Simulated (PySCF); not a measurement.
# Si(vinyl)2(OSiMe3)2: computed shieldings and shifts

Si(vinyl)2(OSiMe3)2, C10H24O2Si3, point group C1.

Geometry (Å), atoms numbered from 1 in this order:
```xyz
39

Si    1.0775   -0.7585    0.4005
C     0.8984   -1.0443    2.2337
C     0.0534   -1.9521    2.7361
H     1.5018   -0.4502    2.9340
H    -0.5623   -2.5721    2.0748
H    -0.0618   -2.1175    3.8135
C     2.8129   -1.0993   -0.1731
C     3.7408   -1.6792    0.5969
H     3.0940   -0.8076   -1.1944
H     3.5207   -1.9959    1.6233
H     4.7604   -1.8722    0.2430
O     0.7090    0.8051    0.0024
Si    0.2377    2.3220    0.5224
C    -0.8923    2.1582    2.0094
C    -0.6581    3.1227   -0.9130
C     1.7796    3.2865    0.9706
H    -1.2541    3.1463    2.3365
H    -0.3696    1.6876    2.8562
H    -1.7707    1.5368    1.7750
H    -1.5560    2.5477   -1.1892
H    -0.9753    4.1486   -0.6674
H    -0.0045    3.1712   -1.7980
H     2.3163    2.7972    1.7991
H     2.4662    3.3422    0.1115
H     1.5384    4.3155    1.2830
O     0.0132   -1.7544   -0.3768
Si   -1.2600   -1.6024   -1.4584
C    -2.6854   -0.7490   -0.5879
C    -1.7357   -3.3384   -1.9658
C    -0.6920   -0.5954   -2.9331
H    -3.5673   -0.6666   -1.2428
H    -2.3951    0.2667   -0.2779
H    -2.9828   -1.3060    0.3145
H    -2.0455   -3.9332   -1.0925
H    -2.5708   -3.3273   -2.6842
H    -0.8837   -3.8511   -2.4388
H    -0.3252    0.3870   -2.5976
H     0.1302   -1.1037   -3.4611
H    -1.5103   -0.4335   -3.6526
```

GIAO calculations in PySCF 2.14 on the PBE0-D3(BJ)/def2-SVP structure: isolated species, non-relativistic, equivalent atoms averaged; basis pcSseg-1.

**Question.** Give the isotropic shieldings (ppm) with PBE0, wB97X-D.

**Answer.** 
```tsv
atoms	environment	PBE0	wB97X-D
Si13/Si27	silicon bonded to 3 C, O	333.7	335.0
Si1	silicon bonded to 2 C, 2 O	390.5	391.0
O12/O26	oxygen bonded to 2 Si	242.1	245.6
C3/C8	carbon bonded to C, 2 H	39.1	38.4
C2/C7	carbon bonded to C, Si, H	40.3	40.3
C14/C15/C16/C28/C29/C30	carbon bonded to Si, 3 H	181.9	182.0
H5/H6/H10/H11	hydrogen on a carbon bonded to C	24.98	25.12
H4/H9	hydrogen on a carbon bonded to C, Si	25.00	25.17
H17/H18/H19/H20/H21/H22/H23/H24/H25/H31/H32/H33/H34/H35/H36/H37/H38/H39	hydrogen on a carbon bonded to Si	31.08	31.19
HOMO–LUMO gap (eV)	–	7.32	10.99
```

**Question.** And the chemical shifts, against references computed in the same way?

**Answer.** 
```csv
atoms,"nucleus, reference",PBE0,wB97X-D
Si13/Si27,"$^{29}$Si, TMS",18.3,17.9
Si1,"$^{29}$Si, TMS",-38.5,-38.1
O12/O26,"$^{17}$O, H2O",92.4,87.6
C3/C8,"$^{13}$C, TMS",145.3,146.2
C2/C7,"$^{13}$C, TMS",144.2,144.2
C14/C15/C16/C28/C29/C30,"$^{13}$C, TMS",2.5,2.6
H5/H6/H10/H11,"$^{1}$H, TMS",6.28,6.26
H4/H9,"$^{1}$H, TMS",6.27,6.21
H17/H18/H19/H20/H21/H22/H23/H24/H25/H31/H32/H33/H34/H35/H36/H37/H38/H39,"$^{1}$H, TMS",0.19,0.19
```

**Question.** Which part of the shielding of Si13/Si27 depends on the functional?

**Answer.** Diamagnetic: PBE0 886, wB97X-D 886 ppm; paramagnetic: PBE0 -552, wB97X-D -551 ppm. The diamagnetic part, set mainly by inner electrons, hardly moves; the paramagnetic part goes with low-lying magnetically allowed excitations and carries the spread.

Experimental scales use liquid or dissolved standards, which lie at an offset from isolated H2O (liquid H2O: subtract about 36 ppm).
